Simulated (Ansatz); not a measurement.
## Energy profile

The step: BH₃ + HF → BH₂F ([BH2][F]) + H₂; bonds formed: B1–F6, H2–H5; bonds broken: B1–H2, H5–F6 (atoms numbered as in the saddle structure below).

B1  (-0.318, 0.092, -0.230)
H2  (0.520, 0.907, 0.337)
H3  (-0.169, 0.098, -1.410)
H4  (-1.383, 0.161, 0.295)
H5  (0.836, -0.097, 0.599)
F6  (0.514, -1.161, 0.409)
(Å)

Electronic energies by CCSD(T) at an estimated basis limit (MP2 extrapolated from triple and quadruple zeta, plus CCSD(T) − MP2 in triple zeta), on PBE0-D4/def2-TZVP structures; BH4F, closed shell; no counterpoise correction. Program: Ansatz 0.2.0. Basis: def2-TZVPP and def2-QZVPP. Cores are frozen in the correlated methods. Extrapolation: Hartree–Fock as exp(−7.88 √X), correlation as X^−2.97.

Task: Give the profile in kcal/mol, counted from the separated reactants. (Judge from chemistry; the value comes from the calculation.)

Result: Computed:
| point | kcal/mol |
| --- | --- |
| separated: BH3 (B1, H2, H3, H4; singlet) + HF (H5, F6; singlet) | 0.00 |
| start structure | -3.14 |
| saddle | 11.00 |
| end structure | -30.78 |
| separated: BH2F (linked as [BH2][F]; B1, H3, H4, F6; singlet) + H2 (H2, H5; singlet) | -30.20 |

No T1 diagnostic of these runs exceeds 0.014. The end structure is not quite a true minimum (one mode of 34i cm⁻¹).

For scale, one of the runs: CCSD(T)/def2-TZVPP, 118 basis functions, launched by `ansatz run in.yaml --threads 2 --pin off --events-out ev --progress --plain --max-ram 4352MiB`. The run took about 3.4 s on 2 CPU threads of an Intel Xeon (shared host).
